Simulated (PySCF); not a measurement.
# SMILES CC(CC(=C)C(=O)O)=O, C6H8O3

Geometry:
```json
{"atom": "C1", "x (Å)": "1.047", "y (Å)": "-1.028", "z (Å)": "1.709"}
{"atom": "C2", "x (Å)": "0.835", "y (Å)": "-0.327", "z (Å)": "0.598"}
{"atom": "C3", "x (Å)": "0.122", "y (Å)": "0.995", "z (Å)": "0.581"}
{"atom": "C4", "x (Å)": "-1.370", "y (Å)": "0.714", "z (Å)": "0.384"}
{"atom": "C5", "x (Å)": "-1.882", "y (Å)": "1.031", "z (Å)": "-0.988"}
{"atom": "O6", "x (Å)": "-2.044", "y (Å)": "0.255", "z (Å)": "1.268"}
{"atom": "C7", "x (Å)": "1.225", "y (Å)": "-0.854", "z (Å)": "-0.732"}
{"atom": "O8", "x (Å)": "0.937", "y (Å)": "-0.331", "z (Å)": "-1.783"}
{"atom": "O9", "x (Å)": "1.938", "y (Å)": "-1.985", "z (Å)": "-0.678"}
{"atom": "H10", "x (Å)": "1.525", "y (Å)": "-1.991", "z (Å)": "1.681"}
{"atom": "H11", "x (Å)": "0.736", "y (Å)": "-0.656", "z (Å)": "2.670"}
{"atom": "H12", "x (Å)": "0.255", "y (Å)": "1.492", "z (Å)": "1.542"}
{"atom": "H13", "x (Å)": "0.500", "y (Å)": "1.616", "z (Å)": "-0.229"}
{"atom": "H14", "x (Å)": "-1.230", "y (Å)": "0.573", "z (Å)": "-1.729"}
{"atom": "H15", "x (Å)": "-1.849", "y (Å)": "2.109", "z (Å)": "-1.140"}
{"atom": "H16", "x (Å)": "-2.904", "y (Å)": "0.680", "z (Å)": "-1.109"}
{"atom": "H17", "x (Å)": "2.153", "y (Å)": "-2.281", "z (Å)": "-1.577"}
```

Computed, not measured: PySCF 2.14.0, GIAO B97-2/pcSseg-1 magnetisability, rotational g tensor and spin-rotation constants, non-relativistic, gas phase. Geometry: GFN2-xTB.

Q: Give the nuclear spin-rotation constants along the inertial axes (H = +C I·J) beside the isotropic shieldings.

A: Rotational constants 2.5987, 1.2343, 0.9502 GHz. A star marks the isotopologue with that one atom substituted, in its own axes.
| atom | isotope | Caa (kHz) | Cbb (kHz) | Ccc (kHz) | mean (kHz) | σ (ppm) |
| --- | --- | --- | --- | --- | --- | --- |
| H10 | 1H | 0.097 | -0.099 | -0.060 | -0.021 | 25.0 |
| H11 | 1H | -0.082 | 0.026 | -0.098 | -0.051 | 25.4 |
| H12 | 1H | -0.229 | -0.034 | -0.062 | -0.108 | 29.2 |
| H13 | 1H | -0.245 | -0.032 | -0.032 | -0.103 | 27.9 |
| H14 | 1H | -0.009 | -0.053 | -0.106 | -0.056 | 28.1 |
| H15 | 1H | -0.225 | -0.101 | -0.019 | -0.115 | 29.6 |
| H16 | 1H | -0.167 | -0.129 | -0.020 | -0.105 | 30.1 |
| H17 | 1H | -0.117 | 0.003 | -0.118 | -0.077 | 25.7 |
| C1 | 13C* | 1.030 | 0.451 | 0.194 | 0.558 | 49.3 |
| C2 | 13C* | 1.057 | 0.421 | 0.214 | 0.564 | 49.0 |
| C3 | 13C* | 0.484 | 0.248 | 0.169 | 0.300 | 138.2 |
| C4 | 13C* | 0.976 | 0.634 | 0.376 | 0.662 | -20.9 |
| C5 | 13C* | 0.466 | 0.175 | 0.167 | 0.269 | 152.8 |
| O6 | 17O* | -1.063 | -1.003 | -0.484 | -0.850 | -310.0 |
| C7 | 13C* | 1.256 | 0.415 | 0.278 | 0.650 | 16.5 |
| O8 | 17O* | -1.147 | -0.699 | -0.155 | -0.667 | -79.6 |
| O9 | 17O* | -0.386 | -0.387 | -0.160 | -0.311 | 138.3 |

For the geometry as given, no vibrational averaging.
